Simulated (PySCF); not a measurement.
## Does the structure fit the spectrum?

A compound C₁₀H₁₀O gives the data below (simulated from a calculation) and was assigned the structure `O=C1CCCc2ccccc21`.

$^{13}$C{$^{1}$H} NMR (computed): δ 209.7 (C), 146.9 (C), 137.4 (CH), 134.0 (CH, 2C), 133.6 (CH, 2C), 22.1 (CH), 15.0 (CH2, 2C).

$^{1}$H NMR (400 MHz, computed): δ 8.11 (d, 2H), 7.80 (m, 1H), 7.76 (m, 2H), 2.40 (m, 1H), 1.34 (m, 2H), 1.02 (m, 2H).

[PySCF 2.14: shieldings: GIAO PBE0/pcSseg-1; GFN2-xTB structure; non-relativistic; no solvent; single conformer; rapidly exchanging positions averaged]

References, each an isolated molecule treated in the same way: $^{1}$H (σ = 31.72 ppm), $^{13}$C (σ = 186.93 ppm) against TMS.

(1) Compare with the shifts computed for the proposed structure, pairing carbons in order of shift.

(2) Which isomer fits?

Results:

(1) Atoms are numbered as in `[O:1]=[C:2]1[CH2:3][CH2:4][CH2:5][c:6]2[cH:7][cH:8][cH:9][cH:10][c:11]21`; H(Xn) means a hydrogen on atom n.

| atom | computed for proposal | given list | difference |
| --- | --- | --- | --- |
| C2 | 200.9 | 209.7 | -8.8 |
| C6 | 149.8 | 146.9 | +2.9 |
| C8 | 139.4 | 137.4 | +2.0 |
| C10 | 135.9 | 134.0 | +1.9 |
| C11 | 135.6 | 134.0 | +1.6 |
| C7 | 133.6 | 133.6 | +0.0 |
| C9 | 132.2 | 133.6 | -1.4 |
| C3 | 43.2 | 22.1 | +21.1 |
| C5 | 34.5 | 15.0 | +19.5 |
| C4 | 28.0 | 15.0 | +13.0 |

The rms difference is 10.4 ppm and the largest +21.1 ppm at C3 (sp3 CH2 α to a carbonyl). The proposal also would give 10 carbon signals, not 7. The carbon types in order of shift don't match either: C, C, CH, CH, C, CH, CH, CH2, CH2, CH2 for the proposal against C, C, CH, CH, CH, CH, CH, CH, CH2, CH2 in the data. The proposal doesn't fit.

(2) `O=C(c1ccccc1)C1CC1`.

1. Carbon types of the structure: 2 × C, 6 × CH, 2 × CH2, which accounts for all hydrogens.
2. δC 209.7: ketone carbonyl carbon; the double bond to the heteroatom, with no lone-pair donor beside it, deshields it most.
3. δC 146.9: substituted aromatic carbon.
4. δC 137.4, 134.0, 133.6: aromatic CH; the aromatic region.
5. δC 22.1, 15.0: three-membered-ring carbon; carbons of three-membered rings are unusually shielded.

Other isomers checked: O=Cc1ccc2c(c1)CCC2 (rms 11.7 ppm); C[C@H]1CC(=O)c2ccccc21 (rms 13.1 ppm).

The data come from this structure; uniqueness wasn't tested.

Shifts are as computed. Against solution values, carbons near 30 ppm lie about +3 ppm off and those near 130 ppm about +5 ppm. Of 1211 compounds with measured shifts, 218 miss one by over three times the rms of a fit or turn the order of signals round; such compounds aren't used in these exercises. No couplings were computed; multiplicities are counted from neighbouring protons, with m where these are inequivalent, close in shift, in a saturated or five-membered ring or joined by F or P, and br s for small geminal =CH2 splittings.
